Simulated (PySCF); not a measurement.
Electron correlation in In⁺ (indium, charge +1)

[Kr] 4d10 5s1 6s1, high-spin 3S determinant (an excited configuration). Computed with PySCF 2.14 in aug-cc-pwCVTZ-DK3 (10s9p7d4f1g, 109 functions), with scalar relativity by spin-free X2C-1e. Frozen: [Ar] 3d10; 20 electrons correlated.

MP2 pair energies summed by pair of shells (mhartree):

```
 pair   energy  share (%)
4d-4d  -336.47       52.7
4p-4d  -142.14       22.3
4d-5s   -49.27        7.7
4p-4p   -43.52        6.8
4s-4d   -29.54        4.6
4s-4p   -17.67        2.8
4d-6s    -6.90        1.1
4p-5s    -5.29        0.8
4s-4s    -3.51        0.5
5s-6s    -3.13        0.5
4p-6s    -0.68        0.1
4s-5s    -0.61        0.1
4s-6s    -0.08        0.0
```

Total MP2 correlation energy: -638.80 mhartree.

Same-spin part -220.86 and opposite-spin part -417.94 mhartree; SCS-MP2 scales them by 1/3 and 6/5 to -575.14 mhartree.
